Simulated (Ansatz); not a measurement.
The same path of ClGaH3N (6 atoms, charge 0, multiplicity 1) was run twice with different band settings. Lost on the way: Ga1–H2, Ga1–Cl3. Made: H2–Cl3.

Method: Ansatz, RKS CAM-B3LYP/def2-SVPD.

Relaxed end points:

```xyz
6
Properties=species:S:1:pos:R:3
Ga 0.105 -0.077 0.333
H 0.083 -0.514 1.808
Cl 1.974 0.523 -0.584
N -1.302 0.005 -0.786
H -2.250 -0.237 -0.532
H -1.225 0.300 -1.750
```

```xyz
6
Properties=species:S:1:pos:R:3
Ga -0.398 -0.009 -0.217
H 1.887 0.055 0.954
Cl 3.053 0.093 1.544
N -2.041 -0.039 -1.084
H -2.918 -0.312 -0.651
H -2.198 0.212 -2.056
```

Common settings: movable images 7; climbing image yes; spring 5.0 eV/Å²; optimiser quadratic models (default); start path through a guess of the saddle point; iteration limit 60; end points relaxed.

| run | force threshold |
| --- | --- |
| 1 | 0.03 eV/Å |
| 2 | 0.2 eV/Å |

(1) What does each run give, and how far can it be trusted?

Results:

(1) Run 1: converged after 30 iterations, highest image 2.384 eV above the first end. A vibrational analysis at the climbing image gives one clearly imaginary mode, 1053i cm⁻¹: a first-order saddle point.
Run 2: converged after 17 iterations, highest image 2.385 eV above the first end. The threshold of 0.2 eV/Å is loose, so the images may lie well off the minimum-energy path. Another band between the same ends (7 images) ends at a top of the same energy, where a vibrational analysis finds 1 clearly imaginary mode.
The orbitals stay closed-shell, which can raise the energy where a bond breaks towards radicals; this wasn't checked here.
